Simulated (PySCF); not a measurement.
SMILES [CH3][Bi]([CH3])[F] (C2H6BiF) (PBE0/def2-SVP optimised geometry):

```
10

Bi    -0.567    -1.321     0.000
F      1.486    -1.321     0.000
C     -0.672     0.941     0.000
H     -0.820     1.321     1.020
H     -1.486     1.288    -0.653
H      0.296     1.287    -0.389
C     -0.672    -1.429    -2.259
H     -0.833    -2.464    -2.589
H      0.301    -1.070    -2.622
H     -1.477    -0.783    -2.638
```

Calculation: PBE0/def2-TZVP, def2 effective core potentials past Kr (PySCF).

### Question
What are the frontier orbital energies and the dipole moment?

### Answer
HOMO-2 -10.01 eV, HOMO-1 -8.04 eV, HOMO -7.18 eV, LUMO -1.16 eV, LUMO+1 -0.13 eV; dipole moment 3.41 D.

On the same geometry PBE/def2-TZVP, def2 effective core potentials past Kr in PySCF 2.14.0 gives HOMO-2 -8.09 eV, HOMO-1 -6.80 eV, HOMO -6.10 eV, LUMO -1.94 eV, LUMO+1 -0.83 eV; dipole moment 3.19 D.
